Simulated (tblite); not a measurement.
Species: C5H12OSi.
Structure used (GFN2-xTB), in Å, numbered top down from 1:
```xyz
19
C5H12OSi angstrom
C     -2.184   -0.039   -0.927
C     -1.101    0.656   -0.102
O     -1.651    1.298    1.035
C      0.003   -0.307    0.320
C      0.996   -0.719   -0.786
C      2.331   -0.415   -0.073
Si     1.418    0.450    1.372
H     -2.644   -0.839   -0.348
H     -1.750   -0.467   -1.826
H     -2.955    0.673   -1.212
H     -0.668    1.474   -0.688
H     -2.067    0.624    1.585
H     -0.463   -1.185    0.776
H      0.872   -0.095   -1.671
H      0.896   -1.760   -1.092
H      2.860   -1.323    0.209
H      3.015    0.182   -0.671
H      1.482    1.908    1.380
H      1.599   -0.107    2.714
```

Calculated harmonic vibrations of the isolated species, GFN2-xTB (tblite), most abundant isotopes, no scaling. This tight-binding method is rough: wavenumbers can miss measured ones by several per cent, in bad cases by 10 to 20. Modes of hydrogen on silicon can be 10 to 20 % off. One conformer, not necessarily the lowest.

Harmonic wavenumbers (cm⁻¹): 49.3, 71.7, 134.4, 205.6, 275.6, 305.3, 352.3, 404.4, 440.4, 468.6, 487.9, 563.8, 619.6, 695.8, 725.3, 751.9, 780.4, 876.0, 917.7, 964.5, 1006.4, 1025.7, 1050.6, 1080.4, 1097.7, 1141.2, 1167.6, 1184.6, 1210.0, 1233.4, 1272.3, 1286.7, 1339.9, 1351.1, 1399.8, 1473.0, 1490.4, 1494.8, 1498.6, 2250.2, 2302.3, 2924.2, 2936.8, 2978.4, 2995.9, 3003.3, 3010.3, 3013.4, 3035.9, 3047.4, 3536.6.

A = 3579, B = 1542, C = 1161 MHz; mass 116.066 u (most abundant isotopes); point group C1, symmetry number 1.

Q: Zero-point energy?

A: ½Σν̃ = 34465 cm⁻¹ = 98.54 kcal/mol.

Q: Give the ideal-gas entropy at 350 K and 1 bar in the rigid-rotor, harmonic-oscillator model (classical rotation).

A: Translation 40.98, rotation 28.79, vibration 29.35: S = 99.1 cal/(mol K).

Q: And Cp and H(350 K) − H(0)?

A: Cp = 41.68 cal/(mol K), of which vibrations give 33.73 (their classical limit is 51 R = 101.3); H(350 K) − H(0) = 8.36 kcal/mol without the zero-point energy, 5.58 from vibrations.

Q: Blend soft modes into free rotors: weight 1/[1 + (100 cm⁻¹/ν̃)⁴] for the oscillator and the rest for a rotor with moment μB/(μ + B), μ = h/(8π²ν), B = 10⁻⁴⁴ kg m². What vibrational entropy results?

A: 27.04 cal/(mol K) in place of 29.35, which changes −T·S at 350 K by +0.81 kcal/mol.

Q: How do the functions run with temperature in this model?

A: 
| T (K) | S (cal/(mol K)) | Cp (cal/(mol K)) | H − H(0) (kcal/mol) | G − H(0) (kcal/mol) | ln q(vib) |
| --- | --- | --- | --- | --- | --- |
| 100 | 66.4 | 16.2 | 1.18 | -5.46 | 1.37 |
| 200 | 80.6 | 26.0 | 3.28 | -12.84 | 3.43 |
| 300 | 93.1 | 36.5 | 6.40 | -21.53 | 5.62 |
| 500 | 116.4 | 55.2 | 15.67 | -42.51 | 10.25 |
| 800 | 146.6 | 73.3 | 35.19 | -82.10 | 17.23 |
| 1000 | 163.9 | 81.2 | 50.68 | -113.18 | 21.65 |

q(vib) and H(0) count from the zero-point level.

Q: What must be added to the electronic energy to get the Gibbs energy at 350 K and 1 bar?

A: ZPE + [H(350 K) − H(0)] − T·S = 98.54 + 8.36 − 34.69 = 72.21 kcal/mol.

Q: Which modes carry the vibrational entropy at 350 K?

A: 49.3 cm⁻¹: 5.16; 71.7 cm⁻¹: 4.42; 134.4 cm⁻¹: 3.19; 205.6 cm⁻¹: 2.38; 275.6 cm⁻¹: 1.84; 305.3 cm⁻¹: 1.66 cal/(mol K); the other 45 give 10.69 together.

Hindered rotation and anharmonicity are outside this model. Other conformers, if any are populated, would add a mixing term that is left out. The structure is chiral; the term R ln 2 for an equal mix with its mirror image is left out.

The run took 1.1 s on Arm Neoverse N1, one thread, shared host with 64 logical CPUs at a one-minute load of 55. This covers the Hessian and the dipole derivatives.
